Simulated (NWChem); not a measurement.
# CrO₃; SMILES [O]=[Cr](=[O])=[O]

Results from NWChem. Geometry: optimised at PBE0/def2-SVP. Ions are spin-unrestricted doublets at the neutral geometry; other ion states weren't tried.

Problem. Estimate the computed values for LDA (Slater exchange, VWN5)/def2-TZVP. Quantities: vertical ionisation energy, ΔSCF (eV); −ε(HOMO) (eV).

Solution. The vertical ionisation energy, ΔSCF (eV) is 11.69 and the −ε(HOMO) (eV) is 7.85.
